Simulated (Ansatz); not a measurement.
Problem. Predict a relaxed structure of HfSi3⁻ (the lowest doublet isomer of a short search), charge -1, doublet, at PBE-D4/def2-SVPD (Ansatz).

Solution. 
```
atom   x (Å)   y (Å)   z (Å)
 Hf1  -1.423   0.425   0.210
 Si2   0.076  -1.367  -0.727
 Si3   0.722   0.968  -0.983
 Si4   0.624  -0.026   1.499
```
Point group Cs (tolerance 0.1 Å). The metal has 3 neighbours: Si 2.52 Å, Si 2.51 Å, Si 2.46 Å. This is one stationary point.

In the def2 sets Hf takes a core potential; there is no spin–orbit coupling. The highest occupied level of the charge -1 doublet lies above zero (up to 0.50 eV). By energy differences its removal costs 1.68 eV (vertical, to the charge 0 triplet, at PBE-D4/def2-TZVPD). The structure comes from a short search, and lower isomers may exist.
